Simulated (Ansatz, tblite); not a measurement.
Forces on dimethylphenylsulfonium hydroxide, `C[S+](C)c1ccccc1.[OH-]` at its PBE-D4/def2-SVP geometry. Charge 0, multiplicity 1.

The xTB rows come from tblite.

GFN2-xTB (tblite), largest force 1.11 eV/Å:

```xyz
22
positions Å, forces eV/Å
C     1.314    0.402    1.839   -0.305    0.374    0.236
S     1.583    0.312    0.030    0.250    0.152    0.063
C     1.109    1.879   -0.787   -0.280    0.392    0.226
C    -0.178   -0.463   -0.254   -0.093   -0.140   -0.053
C    -0.171   -1.722   -0.870   -0.346    0.087    0.059
C    -1.377   -2.396   -1.128    0.029    0.312    0.152
C    -2.599   -1.806   -0.768    0.323    0.220    0.078
C    -2.611   -0.543   -0.150    0.320   -0.190   -0.117
C    -1.403    0.126    0.106    0.076   -0.315   -0.133
H     0.603   -0.387    2.149    0.551    0.442   -0.204
H     2.323    0.282    2.265   -0.679   -0.027   -0.077
H     0.902    1.398    2.098    0.280   -0.639   -0.121
H     2.043    2.224   -1.259   -0.643   -0.113    0.106
H     0.289    1.699   -1.507    0.606    0.069    0.396
H     0.782    2.608   -0.019    0.203   -0.420   -0.503
H     0.794   -2.181   -1.150   -0.646    0.347    0.205
H    -1.364   -3.385   -1.612   -0.011    0.620    0.306
H    -3.546   -2.330   -0.968    0.585    0.329    0.128
H    -3.569   -0.078    0.132    0.601   -0.288   -0.169
H    -1.427    1.114    0.597    0.037   -0.630   -0.324
O     3.323    1.202    0.389   -1.049    0.280    0.240
H     3.181    2.045    0.868    0.192   -0.862   -0.494
```

r2SCAN-D4/def2-TZVP (Ansatz), largest force 0.59 eV/Å:

```
C 0.018 0.041 0.137
S -0.431 0.192 0.146
C 0.015 0.140 -0.039
C -0.032 -0.114 -0.061
C -0.081 0.054 0.029
C -0.044 0.075 0.047
C 0.097 0.027 -0.002
C 0.091 -0.024 -0.021
C -0.016 -0.103 -0.024
H 0.391 0.392 -0.184
H -0.579 0.039 -0.105
H 0.212 -0.477 -0.140
H -0.537 -0.098 0.165
H 0.438 0.054 0.366
H 0.163 -0.353 -0.350
H -0.489 0.223 0.131
H -0.007 0.495 0.243
H 0.476 0.264 0.100
H 0.478 -0.236 -0.136
H 0.017 -0.470 -0.248
O -0.311 0.375 0.232
H 0.131 -0.495 -0.285
```

PBE0-D4/def2-TZVP (Ansatz), largest force 0.84 eV/Å:

```
C 0.045 0.064 -0.059
S -0.610 0.331 0.242
C 0.066 -0.013 0.077
C 0.079 -0.082 -0.047
C -0.214 0.128 0.071
C -0.043 0.220 0.117
C 0.240 0.102 0.026
C 0.244 -0.081 -0.058
C -0.029 -0.241 -0.091
H 0.414 0.404 -0.209
H -0.583 0.038 -0.118
H 0.221 -0.499 -0.146
H -0.539 -0.109 0.171
H 0.465 0.040 0.385
H 0.168 -0.370 -0.367
H -0.519 0.239 0.141
H -0.007 0.523 0.257
H 0.501 0.277 0.105
H 0.507 -0.249 -0.144
H 0.013 -0.514 -0.270
O -0.629 0.466 0.308
H 0.211 -0.674 -0.391
```
